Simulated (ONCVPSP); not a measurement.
## Before and after: ONCV potential for Kr

| Item | Value |
| --- | --- |
| Element | krypton (Kr) |
| Generator | ONCVPSP 4.0.1 |
| Type | optimised norm-conserving Vanderbilt (ONCV) |
| Functional | PBE |
| Relativity | scalar-relativistic |
| Frozen core | [Ne] |
| Valence charge | 26 |
| Reference configuration | 3s2 3p6 3d10 4s2 4p5 (charge +1) |
| Partial waves | 3s+4s: rc 0.95 bohr, ncon 3, nbas 6, qcut 16 1/bohr, 2 projectors; 3p+4p: rc 0.95 bohr, ncon 3, nbas 7, qcut 16.9 1/bohr, 2 projectors; 3d: rc 1.00 bohr, ncon 4, nbas 8, qcut 17.3 1/bohr, 1 projector |
| Local potential | polynomial inside 0.70 bohr (lpopt 5, dvloc0 2 Ha) |
| Core correction | none |

Change: p: rc 1.32.

Cutoffs: the cutoffs (Ha) at which the residual kinetic energy of the hardest occupied pseudo-wave falls to 1 and 0.1 mHa per electron; they do not see the model core or the augmentation charge, which bear on the density cutoff. Errors are all-electron minus pseudo energies relative to the spin-unpolarised reference configuration.

Q: What does the change do?

A: The potential gets neither clearly harder nor softer (117 Ha and 130 Ha → 117 Ha and 130 Ha); the d channel sets the loose cutoff, while the largest relative change is in p, which becomes softer; of the 4 tests that both files solve, the error grows in 4 and shrinks in 0 by more than 15 % and 0.3 meV (median size 2.4 → 3.7 meV); neither file shows a bound ghost. More of the atom is replaced by a form fitted at one configuration, so other configurations suffer.

```tsv
quantity	base	changed
cutoff, loose	117 Ha	117 Ha
cutoff, tight	130 Ha	130 Ha
loose cutoff by channel	s 72 Ha, p 85 Ha, d 117 Ha	s 72 Ha, p 64 Ha, d 117 Ha
bound ghosts	none	none
GHOST(+) flags under 300 eV	none	none
error for 3s2 3p6 3d10 4s2 4p6, meV [ΔE -14.29 eV]	+1.5	+2.7
error for 3s2 3p6 3d10 4s2 4p4, meV [ΔE 25.18 eV]	-3.2	-4.7
error for 3s2 3p6 3d10 4s2 4p3, meV [ΔE 62.25 eV]	-8.6	-11
error for 3s2 3p6 3d10 4s2 4p5.5, meV [ΔE -8.43 eV]	+1.0	+1.5
s: phases at 0.97 bohr within 0.05 rad from the reference energy up to (Ha; the scan ends near 5)	to the end of the scan	to the end of the scan
d: phases at 1.01 bohr within 0.05 rad from the reference energy up to (Ha; the scan ends near 5)	0.3	0.3
```
